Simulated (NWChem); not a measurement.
System: C$_{2}$H$_{7}$FOSi; SMILES COC[SiH2]F

The following NWChem deck was run.

```
start job
memory heap 200 mb stack 900 mb global 1100 mb
geometry units angstroms noautosym nocenter noautoz
  C      0.534509    -2.307672     0.403636
  O     -0.206954    -1.527944    -0.486692
  C     -0.772517    -0.368120     0.090411
  Si     0.389009     1.078905    -0.272062
  F     -0.123063     2.408226     0.522817
  H     -0.098863    -2.715504     1.216278
  H      1.368145    -1.747489     0.870135
  H      0.958378    -3.148462    -0.163238
  H     -1.753818    -0.192290    -0.382971
  H     -0.968083    -0.493498     1.173071
  H      0.389776     1.384810    -1.728756
  H      1.771191     0.768063     0.190550
end
basis spherical
  C library 6-31g*
  O library 6-31g*
  Si library 6-31g*
  F library 6-31g*
  H library 6-31g*
end
dft
  xc pbe0
  iterations 150
end
cosmo
  do_cosmo_smd true
  solvent acetone
end
task dft energy
```

Geometry: optimised at PBE0/def2-SVP. Not confirmed as a minimum by frequencies. Solvent: acetone.

Level: PBE0/6-31G* with SMD (1 M gas to 1 M solution), gas-phase geometry. Reactions with the solvent are ignored.

Task: Give the results of this calculation. (PBE0/6-31G* (spherical d), SMD on the gas-phase geometry.) Quantities: solvation free energy (kcal/mol); cavity-dispersion-structure term (kcal/mol); dipole in solution (D).

Result: The solvation free energy (kcal/mol) is -3.3. The cavity-dispersion-structure term (kcal/mol) is 0.1 and the dipole in solution (D) is 1.97.
